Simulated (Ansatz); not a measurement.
Computed with Ansatz on PBE0-D4/def2-TZVP structures; ΔE is electronic, products minus reactants. CCSD(T)/CBS is the MP2 limit (def2-TZVPP, def2-QZVPP) plus CCSD(T) − MP2 in def2-TZVPP, frozen cores. DFT in def2-TZVPP. One conformer a species, not always the lowest.

Consider the ligand exchange at the Si–C bond: `OC(F)(F)[SiH3]` + `OBS` → `[SiH3]OBS` + `OC(F)F`.

```
         species  PBE0-D4 energy (Eh)
`OC(F)(F)[SiH3]`           -604.62550
           `OBS`           -499.94611
     `[SiH3]OBS`           -790.55572
        `OC(F)F`           -314.05750
```

Question: Work out ΔE.

Answer: ΔE = (-790.55572) + (-314.05750) − (-604.62550) − (-499.94611) = -0.04161 Eh = -26.1 kcal/mol. CCSD(T)/CBS gives -27.9 kcal/mol.

Largest T1 diagnostic among the species: 0.013.

From PBE to PBE0 (25 % exact exchange), in def2-TZVPP and without D4, ΔE moves by −2.4 kcal/mol. In def2-TZVPP, CCSD(T) changes the Hartree–Fock value by +5.1 kcal/mol (the triples alone add +0.7 kcal/mol) and MP2 by +4.0 kcal/mol.
